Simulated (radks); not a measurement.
The nitrogen anion N3-, [Ne], held by a Watson sphere: a shell of charge +3 at radius R that stands for the Madelung well of a crystal (potential energy -3/R inside, -3/r outside, in hartree with lengths in bohr). All-electron calculation, non-relativistic Kohn-Sham, r2SCAN, spin-polarised, spherical densities, point nucleus; meta-GGA in the generalised Kohn-Sham scheme. Program: a radial shooting solver on a logarithmic mesh with Libxc functionals.

\begin{tabular}{lrrrrrr}
R (bohr) & e(1s) (eV) & e(2s) (eV) & e(2p) (eV) & <r> 2p (bohr) & sum of <r^2> (bohr^2) & X-ray form factor at sin(theta)/lambda = 0.1 1/angstrom \\ \hline
1.93 & -382.15 & -19.931 & -8.054 & 1.712 & 27.64 & 8.265 \\
2.66 & -383.09 & -16.846 & -5.760 & 2.006 & 37.57 & 7.812 \\
3.07 & -383.22 & -15.763 & -4.839 & 2.167 & 43.80 & 7.579 \\
3.27 & -383.23 & -15.363 & -4.471 & 2.246 & 47.06 & 7.472 \\
3.46 & -383.23 & -15.046 & -4.163 & 2.320 & 50.30 & 7.374 \\
\end{tabular}
